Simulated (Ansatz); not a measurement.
Geometry optimisation of `[NH2][In]([SH])[O][SiH3]`.

```yaml
crystal:
  periodic: [false, false, false]
  atoms:
    - {symbol: N, position_ang: [-0.821940, 2.410170, -0.072390]}
    - {symbol: In, position_ang: [0.476230, 0.951260, -0.741790]}
    - {symbol: S, position_ang: [2.288650, 0.877530, -2.318710]}
    - {symbol: O, position_ang: [0.052800, -0.917230, -0.257550]}
    - {symbol: Si, position_ang: [-0.549180, -1.844120, 0.913020]}
    - {symbol: H, position_ang: [-0.312230, 3.241370, 0.214210]}
    - {symbol: H, position_ang: [-1.321040, 2.069800, 0.746100]}
    - {symbol: H, position_ang: [2.325440, -0.442820, -2.185140]}
    - {symbol: H, position_ang: [-1.674370, -1.179230, 1.590190]}
    - {symbol: H, position_ang: [0.513870, -2.107690, 1.893200]}
    - {symbol: H, position_ang: [-0.978240, -3.059020, 0.218860]}
basis:
  gaussian: {orbitals: def2-TZVP}
hamiltonian: {xc: pbe0, dispersion: d4}
relax: {f_tol: 0.005, max_steps: 150}
```

```sh
$ ansatz run in.yaml --threads 2 --pin off --events-out ev --progress --plain --max-ram 32768MiB --backend cuda --devices 0, --max-vram 18GiB
```

It prints (some lines left out):

```
Functional definition: PBE0
mean field -27515.25748543 eV, -1011.1670620783 hartree, gradient 5.8e-5 eV, S^2 0.000000; 0 other end points of the search recorded, 0 dependent functions left out
relax step   1: F+E_penalty+E_count = -27515.47728455 eV  Δ(F+E_penalty+E_count) = +0.000e0 eV  max|allowed force component| = 5.948e-1 eV/Å  Δτ_max = 0.0000 Å  (29 SCF iters, accepted)
mean field -27515.35051294 eV, -1011.1704807762 hartree, gradient 2.4e-5 eV, S^2 0.000000; 0 other end points of the search recorded, 0 dependent functions left out
relax step   2: F+E_penalty+E_count = -27515.57076985 eV  Δ(F+E_penalty+E_count) = -9.349e-2 eV  max|allowed force component| = 8.072e-1 eV/Å  Δτ_max = 0.1949 Å  (31 SCF iters, accepted)
mean field -27515.37226875 eV, -1011.1712802873 hartree, gradient 2.2e-5 eV, S^2 0.000000; 0 other end points of the search recorded, 0 dependent functions left out
relax step   3: F+E_penalty+E_count = -27515.59183831 eV  Δ(F+E_penalty+E_count) = -2.107e-2 eV  max|allowed force component| = 3.295e-1 eV/Å  Δτ_max = 0.1069 Å  (33 SCF iters, accepted)
mean field -27515.37749480 eV, -1011.1714723410 hartree, gradient 2.1e-5 eV, S^2 0.000000; 0 other end points of the search recorded, 0 dependent functions left out
relax step   4: F+E_penalty+E_count = -27515.59738910 eV  Δ(F+E_penalty+E_count) = -5.551e-3 eV  max|allowed force component| = 2.234e-1 eV/Å  Δτ_max = 0.0275 Å  (33 SCF iters, accepted)
mean field -27515.38390900 eV, -1011.1717080588 hartree, gradient 2.2e-5 eV, S^2 0.000000; 0 other end points of the search recorded, 0 dependent functions left out
relax step   5: F+E_penalty+E_count = -27515.60469453 eV  Δ(F+E_penalty+E_count) = -7.305e-3 eV  max|allowed force component| = 6.390e-2 eV/Å  Δτ_max = 0.0807 Å  (33 SCF iters, accepted)
mean field -27515.38451094 eV, -1011.1717301795 hartree, gradient 2.7e-5 eV, S^2 0.000000; 0 other end points of the search recorded, 0 dependent functions left out
relax step   6: F+E_penalty+E_count = -27515.60617264 eV  Δ(F+E_penalty+E_count) = -1.478e-3 eV  max|allowed force component| = 2.516e-1 eV/Å  Δτ_max = 0.0919 Å  (31 SCF iters, accepted)
mean field -27515.38677144 eV, -1011.1718132515 hartree, gradient 2.1e-5 eV, S^2 0.000000; 0 other end points of the search recorded, 0 dependent functions left out
relax step   7: F+E_penalty+E_count = -27515.60897635 eV  Δ(F+E_penalty+E_count) = -2.804e-3 eV  max|allowed force component| = 8.658e-2 eV/Å  Δτ_max = 0.0542 Å  (33 SCF iters, accepted)
mean field -27515.38909350 eV, -1011.1718985855 hartree, gradient 2.6e-5 eV, S^2 0.000000; 0 other end points of the search recorded, 0 dependent functions left out
relax step   8: F+E_penalty+E_count = -27515.61157412 eV  Δ(F+E_penalty+E_count) = -2.598e-3 eV  max|allowed force component| = 4.676e-2 eV/Å  Δτ_max = 0.0772 Å  (32 SCF iters, accepted)
mean field -27515.38979857 eV, -1011.1719244965 hartree, gradient 2.5e-5 eV, S^2 0.000000; 0 other end points of the search recorded, 0 dependent functions left out
relax step   9: F+E_penalty+E_count = -27515.61309077 eV  Δ(F+E_penalty+E_count) = -1.517e-3 eV  max|allowed force component| = 7.382e-2 eV/Å  Δτ_max = 0.0744 Å  (32 SCF iters, accepted)
mean field -27515.39008479 eV, -1011.1719350146 hartree, gradient 2.1e-5 eV, S^2 0.000000; 0 other end points of the search recorded, 0 dependent functions left out
relax step  10: F+E_penalty+E_count = -27515.61361496 eV  Δ(F+E_penalty+E_count) = -5.242e-4 eV  max|allowed force component| = 6.033e-2 eV/Å  Δτ_max = 0.0219 Å  (33 SCF iters, accepted)
mean field -27515.39073065 eV, -1011.1719587497 hartree, gradient 2.1e-5 eV, S^2 0.000000; 0 other end points of the search recorded, 0 dependent functions left out
relax step  11: F+E_penalty+E_count = -27515.61440107 eV  Δ(F+E_penalty+E_count) = -7.861e-4 eV  max|allowed force component| = 1.123e-2 eV/Å  Δτ_max = 0.0326 Å  (33 SCF iters, accepted)
mean field -27515.39099945 eV, -1011.1719686280 hartree, gradient 2.2e-5 eV, S^2 0.000000; 0 other end points of the search recorded, 0 dependent functions left out
relax step  12: F+E_penalty+E_count = -27515.61487156 eV  Δ(F+E_penalty+E_count) = -4.705e-4 eV  max|allowed force component| = 3.306e-2 eV/Å  Δτ_max = 0.0544 Å  (32 SCF iters, accepted)
mean field -27515.39087842 eV, -1011.1719641803 hartree, gradient 2.3e-5 eV, S^2 0.000000; 0 other end points of the search recorded, 0 dependent functions left out
relax step  13: F+E_penalty+E_count = -27515.61493007 eV  Δ(F+E_penalty+E_count) = -5.850e-5 eV  max|allowed force component| = 7.298e-2 eV/Å  Δτ_max = 0.0777 Å  (32 SCF iters, accepted)
mean field -27515.39135216 eV, -1011.1719815896 hartree, gradient 2.1e-5 eV, S^2 0.000000; 0 other end points of the search recorded, 0 dependent functions left out
relax step  14: F+E_penalty+E_count = -27515.61530563 eV  Δ(F+E_penalty+E_count) = -3.756e-4 eV  max|allowed force component| = 4.294e-2 eV/Å  Δτ_max = 0.0165 Å  (34 SCF iters, accepted)
mean field -27515.39173995 eV, -1011.1719958406 hartree, gradient 2.1e-5 eV, S^2 0.000000; 0 other end points of the search recorded, 0 dependent functions left out
relax step  15: F+E_penalty+E_count = -27515.61562387 eV  Δ(F+E_penalty+E_count) = -3.182e-4 eV  max|allowed force component| = 2.108e-2 eV/Å  Δτ_max = 0.0253 Å  (33 SCF iters, accepted)
mean field -27515.39210954 eV, -1011.1720094228 hartree, gradient 2.1e-5 eV, S^2 0.000000; 0 other end points of the search recorded, 0 dependent functions left out
relax step  16: F+E_penalty+E_count = -27515.61596863 eV  Δ(F+E_penalty+E_count) = -3.448e-4 eV  max|allowed force component| = 3.018e-2 eV/Å  Δτ_max = 0.0541 Å  (32 SCF iters, accepted)
mean field -27515.39182086 eV, -1011.1719988143 hartree, gradient 2.2e-5 eV, S^2 0.000000; 0 other end points of the search recorded, 0 dependent functions left out
relax step  17: F+E_penalty+E_count = -27515.61554158 eV  Δ(F+E_penalty+E_count) = +4.271e-4 eV  max|allowed force component| = 7.603e-2 eV/Å  Δτ_max = 0.1225 Å  (32 SCF iters, rejected (line search))
mean field -27515.39250602 eV, -1011.1720239933 hartree, gradient 2.1e-5 eV, S^2 0.000000; 0 other end points of the search recorded, 0 dependent functions left out
relax step  18: F+E_penalty+E_count = -27515.61628605 eV  Δ(F+E_penalty+E_count) = -3.174e-4 eV  max|allowed force component| = 1.731e-2 eV/Å  Δτ_max = 0.0600 Å  (32 SCF iters, accepted)
mean field -27515.39267248 eV, -1011.1720301108 hartree, gradient 2.1e-5 eV, S^2 0.000000; 0 other end points of the search recorded, 0 dependent functions left out
relax step  19: F+E_penalty+E_count = -27515.61639565 eV  Δ(F+E_penalty+E_count) = -1.096e-4 eV  max|allowed force component| = 2.570e-2 eV/Å  Δτ_max = 0.0453 Å  (33 SCF iters, accepted)
mean field -27515.39277669 eV, -1011.1720339401 hartree, gradient 2.1e-5 eV, S^2 0.000000; 0 other end points of the search recorded, 0 dependent functions left out
relax step  20: F+E_penalty+E_count = -27515.61649895 eV  Δ(F+E_penalty+E_count) = -1.033e-4 eV  max|allowed force component| = 1.698e-2 eV/Å  Δτ_max = 0.0159 Å  (34 SCF iters, accepted)
mean field -27515.39262421 eV, -1011.1720283367 hartree, gradient 2.1e-5 eV, S^2 0.000000; 0 other end points of the search recorded, 0 dependent functions left out
relax step  21: F+E_penalty+E_count = -27515.61643970 eV  Δ(F+E_penalty+E_count) = +5.926e-5 eV  max|allowed force component| = 2.078e-2 eV/Å  Δτ_max = 0.0448 Å  (33 SCF iters, rejected (line search))
mean field -27515.39281204 eV, -1011.1720352395 hartree, gradient 2.1e-5 eV, S^2 0.000000; 0 other end points of the search recorded, 0 dependent functions left out
relax step  22: F+E_penalty+E_count = -27515.61659135 eV  Δ(F+E_penalty+E_count) = -9.239e-5 eV  max|allowed force component| = 5.918e-3 eV/Å  Δτ_max = 0.0219 Å  (34 SCF iters, accepted)
mean field -27515.39282797 eV, -1011.1720358246 hartree, gradient 2.1e-5 eV, S^2 0.000000; 0 other end points of the search recorded, 0 dependent functions left out
relax step  23: F+E_penalty+E_count = -27515.61663441 eV  Δ(F+E_penalty+E_count) = -4.306e-5 eV  max|allowed force component| = 4.167e-3 eV/Å  Δτ_max = 0.0292 Å  (33 SCF iters, accepted)
mean field -27515.39281156 eV, -1011.1720352216 hartree, gradient 2.1e-5 eV, S^2 0.000000; 0 other end points of the search recorded, 0 dependent functions left out
relax step  24: F+E_penalty+E_count = -27515.61664560 eV  Δ(F+E_penalty+E_count) = -1.119e-5 eV  max|allowed force component| = 6.001e-3 eV/Å  Δτ_max = 0.0191 Å  (34 SCF iters, accepted)
mean field -27515.39279812 eV, -1011.1720347279 hartree, gradient 2.1e-5 eV, S^2 0.000000; 0 other end points of the search recorded, 0 dependent functions left out
relax step  25: F+E_penalty+E_count = -27515.61665161 eV  Δ(F+E_penalty+E_count) = -6.015e-6 eV  max|allowed force component| = 4.356e-3 eV/Å  Δτ_max = 0.0066 Å  (35 SCF iters, accepted)
mean field -27515.39276651 eV, -1011.1720335663 hartree, gradient 2.1e-5 eV, S^2 0.000000; 0 other end points of the search recorded, 0 dependent functions left out
relax step  26: F+E_penalty+E_count = -27515.61666130 eV  Δ(F+E_penalty+E_count) = -9.688e-6 eV  max|allowed force component| = 2.771e-3 eV/Å  Δτ_max = 0.0092 Å  (35 SCF iters, accepted)
mean field -27515.39273230 eV, -1011.1720323090 hartree, gradient 2.1e-5 eV, S^2 0.000000; 0 other end points of the search recorded, 0 dependent functions left out
relax step  27: F+E_penalty+E_count = -27515.61666687 eV  Δ(F+E_penalty+E_count) = -5.570e-6 eV  max|allowed force component| = 3.958e-3 eV/Å  Δτ_max = 0.0063 Å  (35 SCF iters, accepted)
mean field -27515.39273230 eV, -1011.1720323090 hartree, gradient 4.5e-5 eV, S^2 0.000000; 1 other end points of the search recorded, 0 dependent functions left out
Total energy: -27515.61671047 eV, -1011.1802633547 hartree
Atom 0 at    -0.854619     2.120816    -0.099262 Å, force     0.000653    -0.003958    -0.002875 eV/Å
Atom 1 at     0.550960     0.852972    -0.766363 Å, force    -0.000710     0.000448     0.000153 eV/Å
Atom 2 at     2.253921     1.138024    -2.371663 Å, force     0.000638    -0.003156    -0.000086 eV/Å
Atom 3 at     0.391586    -1.019627    -0.124558 Å, force     0.000999     0.000903    -0.000251 eV/Å
Atom 4 at    -0.535092    -1.788201     0.965526 Å, force     0.001470     0.000374     0.000190 eV/Å
Atom 5 at    -0.617475     3.102324    -0.090888 Å, force    -0.000147     0.002038     0.001817 eV/Å
Atom 6 at    -1.262103     1.867763     0.790659 Å, force    -0.000443     0.001742     0.001351 eV/Å
Atom 7 at     2.592531    -0.160783    -2.288350 Å, force    -0.000282     0.002544    -0.000501 eV/Å
Atom 8 at    -1.310842    -0.819033     1.802617 Å, force    -0.001830     0.001390     0.000700 eV/Å
Atom 9 at     0.306514    -2.604348     1.883287 Å, force     0.001480    -0.001280     0.000908 eV/Å
Atom 10 at    -1.515390    -2.689886     0.298994 Å, force    -0.001826    -0.001045    -0.001405 eV/Å
Dipole moment:     0.041407     0.381284     0.135879 e Å
```

Run time 100 s (2 threads of an AMD EPYC 7R13 on a shared host and a share of an NVIDIA H100 80 GB); peak host memory 1 GiB.
